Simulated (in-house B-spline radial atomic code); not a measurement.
Radial electron density of the lanthanum ion La⁴⁺, [Kr] 4d10 5s1 5p5 6f1. Computed with a radial B-spline atomic code at the basis-set limit: scalar-relativistic (X2C) B3LYP, spin-polarised, spherical fractional occupations, Fermi nucleus of rms radius 4.855 fm.

Caution: exact exchange at fractional occupations of open shells leaves self-interaction of up to several eV.

One-electron X2C: radii and densities carry no picture-change correction, so inner-shell <1/r> comes out high (for 1s by about 2 % at Z = 33, 5 % at 54, 10 % at 75, 30 % at 118) and <r> low.

Columns: r (bohr), 4πr²n(r) (electrons per bohr), bar.

```
 0.00071    2.295 #
0.000898    3.298 #
 0.00114    4.744 ##
 0.00144     6.73 ###
 0.00182    9.478 ####
  0.0023    13.21 ######
 0.00291     18.2 ########
 0.00368    24.65 ###########
 0.00465    32.64 ###############
 0.00588    42.09 ###################
 0.00744    52.49 ########################
 0.00941    62.66 ############################
  0.0119    70.93 ################################
  0.0151    75.44 ##################################
   0.019    74.93 ##################################
  0.0241     70.3 ################################
  0.0305    65.61 #############################
  0.0385    66.63 ##############################
  0.0487    76.65 ##################################
  0.0617    91.17 #########################################
   0.078    97.95 ############################################
  0.0986    89.36 ########################################
   0.125    74.53 #################################
   0.158    72.53 #################################
     0.2    82.49 #####################################
   0.252    79.25 ####################################
   0.319    53.33 ########################
   0.404    31.39 ##############
   0.511    31.46 ##############
   0.646    34.15 ###############
   0.817     24.3 ###########
    1.03    12.64 ######
    1.31    7.505 ###
    1.65    5.401 ##
    2.09    2.771 #
    2.65   0.8357 
    3.35   0.1352 
    4.23  0.01277 
    5.35    0.152 
    6.77   0.2419 
    8.56   0.1048 
    10.8  0.01485 
    13.7 0.000528 
    17.3 4.261e-06 
    21.9 4.423e-09
```

On this grid the curve has 5 maxima, near 0.0151, 0.078, 0.2, 0.646, 6.77 bohr.

The 6f up radial function P(r) = rR(r), positive near the nucleus:

```json
{"r (bohr)": "0.0487", "P": "0.001032"}
{"r (bohr)": "0.078", "P": "0.004692"}
{"r (bohr)": "0.125", "P": "0.01815"}
{"r (bohr)": "0.2", "P": "0.05593"}
{"r (bohr)": "0.319", "P": "0.1282"}
{"r (bohr)": "0.511", "P": "0.2023"}
{"r (bohr)": "0.817", "P": "0.1775"}
{"r (bohr)": "1.31", "P": "-0.02043"}
{"r (bohr)": "2.09", "P": "-0.2875"}
{"r (bohr)": "3.35", "P": "-0.1895"}
{"r (bohr)": "5.35", "P": "0.3897"}
{"r (bohr)": "8.56", "P": "0.3237"}
{"r (bohr)": "13.7", "P": "0.02298"}
```
